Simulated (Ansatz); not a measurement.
System: CHBrCl$_{2}$, charge 0, singlet. CHBrCl2 (bromo(dichloro)methane, SMILES ClC(Cl)Br).
B3LYP-D3(BJ)/def2-TZVP minimum from Ansatz (a first-principles code):
```
C
H 1 1.0808
Cl 1 1.7697 2 108.11
Cl 1 1.7697 2 108.11 3 120.93
Br 1 1.9560 2 106.18 4 119.53
```

Total energies in hartree (Ansatz). Radicals and triplets start from unrestricted determinants; spin-orbit coupling is neglected. Correlated methods leave the cores frozen (noble-gas shells, and filled d and f shells in the p block). No relativity. For partners of very few electrons the exact lower level stands in for a higher one. Spin-orbit terms, left out, reach several kcal/mol for Br and I, and more for heavier atoms.

```tsv
species	HF/def2-TZVPP	CCSD(T)/def2-TZVPP	HF/def2-QZVPP	CCSD(T)/def2-QZVPP	CCSD(T)/def2-SVP	CCSDT(Q)/def2-SVP
1: CHBrCl2 (SMILES ClC(Br)Cl)	-3529.88088	-3530.67380	-3529.95747	-3530.81878	-3529.78274	-3529.78467
2: Cl (doublet)	-459.47685	-459.66464	-459.48954	-459.69535	-459.44599	-459.44629
3: C (triplet)	-37.69248	-37.78103	-37.69363	-37.78651	-37.71541	-37.71574
4: Br (doublet)	-2572.39810	-2572.55635	-2572.44770	-2572.62201	-2572.19581	-2572.19614
5: H (doublet)	-0.49981	-0.49981	-0.49998	-0.49998	-0.49928	-0.49928
```

Work out the atomisation energy (electronic, to ground-state atoms) in kJ/mol: take Hartree-Fock from def2-QZVPP, extrapolate the CCSD(T) correlation energy as X^-3 (X = 3, 4), and add CCSDT(Q) - CCSD(T) in def2-SVP. 1 hartree = 2625.5 kJ/mol.


Species 1: correlation (64·(-0.86131) - 27·(-0.79292))/37 = -0.91122; step -0.00193; E1 = -3529.95747 + (-0.91122) + (-0.00193) = -3530.87062
Species 2: correlation (64·(-0.20581) - 27·(-0.18779))/37 = -0.21896; step -0.00030; E2 = -459.48954 + (-0.21896) + (-0.00030) = -459.70880
Species 3: correlation (64·(-0.09288) - 27·(-0.08855))/37 = -0.09604; step -0.00033; E3 = -37.69363 + (-0.09604) + (-0.00033) = -37.79000
Species 4: correlation (64·(-0.17431) - 27·(-0.15825))/37 = -0.18603; step -0.00033; E4 = -2572.44770 + (-0.18603) + (-0.00033) = -2572.63406
Species 5: correlation (64·(0.00000) - 27·(0.00000))/37 = 0.00000; step +0.00000; E5 = -0.49998 + (0.00000) + (+0.00000) = -0.49998
-1·E1 +2·E2 +1·E3 +1·E4 +1·E5 = 0.52898 hartree = 1388.8 kJ/mol.
